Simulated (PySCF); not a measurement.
# Reading the logs of faulty runs: BCH6NSi

All numbers below are calculated, not measured. They come from PySCF 2.14.0, an open-source quantum chemistry program, on an isolated molecule that a program drew, which may never have been made. The molecule is BCH6NSi (charge 0, singlet), drawn as the SMILES string `BN(C)[SiH]`.

Each row is a Hartree-Fock (HF) and frozen-core CCSD(T) single point in the cc-pV(D+d)Z basis, meant for a local HF minimum. Run 1 is clean. Each other run has one planted mistake out of seven kinds, and not every kind appears here: one electron removed, one electron added, multiplicity raised by two, geometry at a saddle point, minimal basis STO-3G, one bond length entered in bohr, all coordinates scaled. The reference is restricted for singlets and unrestricted otherwise, and also for a bond in bohr. Adding or removing an electron swaps singlet and doublet. Electrons count all cores. HOMO and LUMO are orbital energies over both spins, the gradient is its largest component, and the lowest frequency (negative if imaginary) is given only where the gradient is small. Bond lengths are over the 9 bonds as drawn. T1 is the CCSD diagnostic: over 0.02 (restricted) or 0.045 (unrestricted) a single reference is doubtful.

Geometry of the clean run:
```xyz
10
BCH6NSi, angstrom
B    -1.6787   -0.4175    0.7279
N    -0.5847   -0.3317   -0.1729
C     0.7595   -0.7205    0.2750
Si   -0.9224    0.2452   -1.7927
H    -2.7720   -0.0978    0.3528
H    -1.5102   -0.8059    1.8523
H     0.7302   -1.0446    1.3137
H     1.1498   -1.5387   -0.3309
H     1.4536    0.1164    0.1940
H     0.5091    0.1456   -2.3053
```

| run | electrons | basis functions | <S^2> | HOMO (eV) | LUMO (eV) | gradient (hartree/bohr) | lowest frequency (cm^-1) | mean bond (Å) | longest bond (Å) | T1 | HF (hartree) | CCSD(T) (hartree) | mistake |
|---|---|---|---|---|---|---|---|---|---|---|---|---|---|
| 1 | 38 | 95 | 0.000 | -8.91 | 1.15 | 4.8e-06 | 110 | 1.3150 | 1.752 | 0.0136 | -409.42959 | -409.98347 | no fault |
| 2 | 38 | 95 | 2.004 | -7.35 | 0.26 | 4.1e-02 | - | 1.3150 | 1.752 | 0.0184 | -409.38118 | -409.91274 | multiplicity raised by two |
| 3 | 38 | 95 | 0.795 | -8.92 | 1.14 | 2.5e-02 | - | 1.4336 | 2.266 | 0.0690 | -409.30712 | -409.86264 | one bond length entered in bohr |
| 4 | 38 | 95 | 0.000 | -9.03 | 1.04 | 2.3e-02 | - | 1.3597 | 1.812 | 0.0148 | -409.41964 | -409.98060 | ? |
| 5 | 39 | 95 | 0.775 | -0.36 | 7.99 | 6.6e-02 | - | 1.3150 | 1.752 | 0.0217 | -409.41446 | -409.98260 | ? |

**Which mistake was planted in run 4, and what did it cost?**

The mean and the longest bond both change by the same factor, 1.034, and the gradient is no longer small. So the mistake is: all coordinates scaled. Subtracting run 1 and multiplying by 627.51 kcal/mol a hartree, the energy moved by 6.2 kcal/mol in HF and 1.8 kcal/mol in CCSD(T).

**Which mistake was planted in run 5, and what did it cost?**

It counts 39 electrons, one more than the clean run, at the same geometry and basis. So the mistake is: one electron added. Subtracting run 1 and multiplying by 627.51 kcal/mol a hartree, the energy moved by 9.5 kcal/mol in HF and 0.5 kcal/mol in CCSD(T).

Cautions from the logs. Run 3: T1 is over the limit, so its CCSD(T) energy is less reliable; run 5: the added electron raises the CCSD(T) energy, so it isn't bound in this basis.
